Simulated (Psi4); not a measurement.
thiophene (C$_{4}$H$_{4}$S), singlet, geometry from GFN2-xTB, atoms displaced at random by about 0.1 Å a coordinate. Base run: B3LYP/STO-3G (Psi4).

Here is a job for Psi4.
```
memory 2 GB

molecule mol {
0 1
  S    -0.163157    0.032584    1.263054
  C     0.193511    1.305626    0.104590
  C    -0.026503   -1.242367   -0.019731
  C    -0.059185    0.739837   -1.173078
  C     0.058180   -0.786434   -1.280685
  H     0.048044    2.091901    0.311214
  H     0.000591   -2.293789    0.234306
  H    -0.222722    1.111380   -2.254861
  H    -0.034391   -1.080917   -2.197225
}

set basis sto-3g
set reference rks

optimize('b3lyp')
print_variables()
```

The base run was repeated with changes; each row names its change, and settings that it needs were set with it.

```
change                       ΔE vs base (kcal/mol)  optimiser steps  core-seconds (rough)
---------------------------  ---------------------  ---------------  --------------------
base                                         0.000               10                    70
step_type = nr                               0.000               10                    50
intrafrag_hess = simple                      0.000               12                    80
hess_update = powell                         0.000               13                    90
hess_update = bofill                         0.000               13                    70
intrafrag_hess = fischer                     0.000                9                    60
intrafrag_step_limit = 0.05                  0.000               12                    80
```
